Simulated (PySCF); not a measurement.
A GIAO shielding run with PySCF (density fitting, non-relativistic, gas phase) on SMILES CCB(F)OC, C₃H₈BFO:

```
$ OMP_NUM_THREADS=1 python probes_run.py task.json out

{"job": {"kind": "nmr", "xc": "BP86", "basis": "pcSseg-1", "pop": false}, "charge": 0, "multiplicity": 1}
C     -1.950170    -0.198549     0.606104
C     -1.291325     0.061314    -0.741402
B      0.273699     0.140102    -0.724221
F      0.939363     0.397437    -1.860193
O      0.971000    -0.047322     0.411736
C      2.373901     0.022947     0.491242
H     -1.600468    -1.145474     1.044725
H     -1.704615     0.593838     1.329544
H     -3.046901    -0.250629     0.526956
H     -1.570791    -0.716370    -1.476487
H     -1.662504     1.000291    -1.192128
H      2.834069     0.230176    -0.486538
H      2.657525     0.818996     1.196701
H      2.763214    -0.932011     0.875823
```

Hardware: 1 thread of an Arm Neoverse V2, shared host.

(1) How large is the calculation?

(2) How long does it take, and how much memory does it need?

(3) And these other runs on the same molecule and hardware: GIAO shielding at B3LYP/pcSseg-1; GIAO shielding at B97-D/pcSseg-1; GIAO shielding at BLYP/pcSseg-1; GIAO shielding at HF/pcSseg-1; GIAO shielding at KT2/pcSseg-1; GIAO shielding at KT3/pcSseg-1?

Answers

(1) 48 electrons, 142 basis functions and 731 auxiliary functions.

(2) 15 s of wall time, with 15 SCF cycles; peak memory 0.74 GiB. Times on a shared host scatter by some tens of per cent.

(3) B3LYP/pcSseg-1: 142 functions, 9.2 s; B97-D/pcSseg-1: 142 functions, 15 s; BLYP/pcSseg-1: 142 functions, 15 s; HF/pcSseg-1: 142 functions, 4.4 s; KT2/pcSseg-1: 142 functions, 15 s; KT3/pcSseg-1: 142 functions, 15 s.
